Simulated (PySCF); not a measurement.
Si(Cl)3(vinyl) (C2H3Cl3Si), SMILES Cl[Si](Cl)(C=C)Cl.

Coordinates come from a TPSSh-D3(BJ)/def2-SVP optimisation. One conformer was computed; it need not be the lowest.

Method: CAM-B3LYP/def2-TZVP run with PySCF.

- total energy = -1748.33727 hartree
- point group = Cs
- highest occupied level = -9.93 eV
- lowest empty level = -0.13 eV
- orbital gap = 9.80 eV
- dipole moment = 2.27 D
- quadrupole, principal values (traceless, Buckingham form, about the centre of nuclear charge) = -5.72, -0.41, 6.14 D·Å
- mean static polarisability = 80.5 bohr³ (11.92 Å³)
- polarisability, principal values = 72.3, 75.1, 94.0 bohr³
